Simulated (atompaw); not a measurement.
What one change does to a pseudopotential (europium (Eu), PAW (atompaw))

| Quantity | Value |
| --- | --- |
| Element | europium |
| Generator | atompaw 4.2.0.5 |
| Type | PAW |
| Functional | PBEsol |
| Relativity | scalar-relativistic |
| Frozen core | [Kr] 4d10 |
| Valence charge | 17 |
| Reference configuration | 4f7 5s2 5p6 5d0 6s2 6p0 |
| Partial waves | 5s (bound): rc 1.95 bohr; 6s (bound): rc 2.35 bohr; 5p (bound): rc 2.15 bohr; 6p (bound, empty): rc 2.55 bohr; 5d (bound, empty): rc 2.55 bohr; 5d channel at 3.25 Ry: rc 2.30 bohr; 4f (bound): rc 1.25 bohr; 4f channel at 4.15 Ry: rc 1.25 bohr |
| Local potential | vpsmatchnc scheme with l = 4 at -0.5 Ry, radius 1.85 bohr |
| Core correction | smooth core density matched at 1.80 bohr |
| Augmentation charge | gaussian compensation charge, radius 2.50 bohr; PAW radius 2.55 bohr; waves and projectors: custom polynom vanderbiltortho |

All-electron outer shells of the reference configuration (PBEsol, scalar-relativistic, ld1.x):

| shell | level (eV) | outermost node (bohr) | outermost maximum (bohr) |
| --- | --- | --- | --- |
| 4p | -258.03 | 0.30 | 0.55 |
| 4d | -134.71 | 0.27 | 0.57 |
| 5s | -44.70 | 0.67 | 1.23 |
| 5p | -23.79 | 0.72 | 1.41 |
| 6s | -3.64 | 1.67 | 3.60 |
| 4f | -2.76 | – | 0.60 |
| 5d | -1.57 | 0.82 | 2.16 |
| 6p | -1.18 | 2.02 | 4.86 |

Change: wave 4f channel at 4.15 Ry: rc 1.25 bohr becomes 4f channel at 4.15 Ry: rc 2.14 bohr.

Cutoffs: the cutoffs (Ry, on a coarse ladder) from which the occupation-weighted sum of valence levels, in a spherical-Bessel basis at the reference potential, stays within 10 and 1 mRy of its value at 400 Ry; they do not see the model core or the augmentation charge, which bear on the density cutoff.

What does the change do?

The potential gets softer (140 Ry and 200 Ry → 120 Ry and 200 Ry); both files keep a bound ghost (s).

| quantity | base | changed |
| --- | --- | --- |
| cutoff, loose | 140 Ry | 120 Ry |
| cutoff, tight | 200 Ry | 200 Ry |
| loose cutoff by channel (10 mRy a level) | s 10 Ry, p 12 Ry, f 90 Ry | s 10 Ry, p 12 Ry, f 80 Ry |
| bound ghosts | s | s |
| s: phases at 2.56 bohr within 0.05 rad from the reference energy up to (Ry; the scan ends near 5) | to the end of the scan | to the end of the scan |
| p: phases at 2.56 bohr within 0.05 rad from the reference energy up to (Ry; the scan ends near 5) | 1.1 | 1.1 |
| d: phases at 2.56 bohr within 0.05 rad from the reference energy up to (Ry; the scan ends near 5) | 0.2 | 0.2 |
| f: phases at 2.56 bohr within 0.05 rad from the reference energy up to (Ry; the scan ends near 5) | to the end of the scan | to the end of the scan |
| lowest overlap eigenvalue by channel | s 0.41, p 0.72, d 1.00, f 0.96 | s 0.41, p 0.72, d 1.00, f 0.71 |

 A true bound ghost makes a file unfit for plane-wave use even where its test errors are small: the radial tests pick states by their node count and pass the ghost by. The cutoffs see the waves, projectors and local potential, not the compensation charge or the core.
